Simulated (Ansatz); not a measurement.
Cost and result up the ladder for GeCl(NHMe)3 (C₃H₁₂ClGeN₃) (20 atoms). Charge 0, multiplicity 1. Geometry: PBE0-D4/def2-SVP.

```xyz
20

Ge    0.026   -0.017   -0.023
Cl   -1.391    1.280    1.049
N     1.655    0.150    0.742
C     2.110    1.367    1.375
H     1.958   -0.699    1.211
H     3.211    1.386    1.435
H     1.810    2.240    0.774
H     1.709    1.530    2.394
N     0.092    0.502   -1.754
C    -1.050    1.047   -2.453
H     0.975    0.940   -1.999
H    -0.909    0.972   -3.544
H    -1.954    0.467   -2.209
H    -1.274    2.103   -2.209
N    -0.540   -1.731    0.087
C    -1.254   -2.248    1.232
H    -0.865   -2.096   -0.803
H    -1.201   -3.349    1.257
H    -0.787   -1.888    2.162
H    -2.320   -1.956    1.277
```

Ansatz on 2 threads of AMD EPYC 7R13 on a shared host and a share (18 GiB) of an NVIDIA H100 80GB HBM3. Times are rough, and most runs start from the orbitals of an earlier one. ωB97M-V/def2-TZVP serves as the yardstick here, not as an exact answer. Differences are given only for rows in sets of like size (and for xTB, whose basis is part of the method), since another set adds its own error. Binding counts from free atoms at the same level (Ge triplet, Cl doublet, N quartet, C triplet, H doublet; other spins of the atoms weren't run), without zero-point energy or a counterpoise term.

The 6-31G sets use Cartesian d functions. B3LYP takes the VWN-RPA correlation. Correlated methods freeze 20 core orbitals; core or outer-core shells of Ge are correlated, in sets that lack core-valence functions.

Correlated methods converge slowly with the basis.

```
                          level  functions  wall time  binding energy per atom (eV)  difference from ωB97M-V/def2-TZVP (eV)
              ωB97M-V/def2-TZVP        343        6 s                          3.74                                    0.00
                 B3LYP-D4/6-31G        120      6.5 s                          3.64                                       –
                       HF/6-31G        120      6.5 s                          2.43                                       –
             PBE0-D4/def2-TZVPD        430        7 s                          3.75                                    0.01
           r2SCANh-D4/def2-TZVP        343      7.5 s                          3.70                                   -0.04
               PBE-D4/def2-TZVP        343        8 s                          3.82                                    0.07
            r2SCAN-D4/def2-TZVP        343      8.5 s                          3.73                                   -0.02
               PBE0-D4/def2-SVP        194      8.5 s                          3.77                                       –
                  MP2/def2-TZVP        343      8.5 s                          3.64                                   -0.11
          r2SCAN0-D4/def2-TZVPD        430        9 s                          3.68                                   -0.07
              PBE-D4/def2-TZVPD        430      9.5 s                          3.82                                    0.08
           r2SCAN0-D4/def2-TZVP        343       10 s                          3.67                                   -0.07
PBE0-D4/def2-TZVP (with forces)        343       11 s                          3.75                                    0.00
                PBE-D4/def2-SVP        194       11 s                          3.84                                       –
```
